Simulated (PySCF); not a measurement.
CClF₂, SMILES F[C](F)Cl, multiplicity 2. Atoms are numbered in the order given.

```xyz
4

F     -1.0528     0.0781     1.0804
C     -0.4198    -0.3224     0.0000
F     -1.0528     0.0781    -1.0804
Cl     1.2629     0.0311     0.0000
```
Charge 0, spin multiplicity 2.

Coordinates come from a PBE0-D3(BJ)/def2-TZVP optimisation. The isomer is the one that the SMILES or the coordinates give; other isomers of the formula were not compared.

Two levels are set side by side: PBE/pcH-1 (PySCF) and B3LYP/pcH-1 (PySCF). Contact hyperfine couplings, same geometry. Differences are taken from unrounded values.

```tsv
quantity	B3LYP
A(iso) of 19F, atom F1 (MHz)	282.6
A(iso) of 13C, atom C2 (MHz)	632.0
A(iso) of 19F, atom F3 (MHz)	282.6
A(iso) of 35Cl, atom Cl4 (MHz)	40.9
```

### Question
What does PBE give, and how far is it from B3LYP? (The exact figures need the calculation; the answer reports its results.)

### Answer

```tsv
quantity	PBE	PBE minus B3LYP
A(iso) of 19F, atom F1 (MHz)	263.4	-19.2
A(iso) of 13C, atom C2 (MHz)	614.8	-17.3
A(iso) of 19F, atom F3 (MHz)	263.4	-19.2
A(iso) of 35Cl, atom Cl4 (MHz)	42.2	1.3
```

Rough cost on one machine, each run with all the roots and properties that it gave: B3LYP against PBE within a factor of 2.
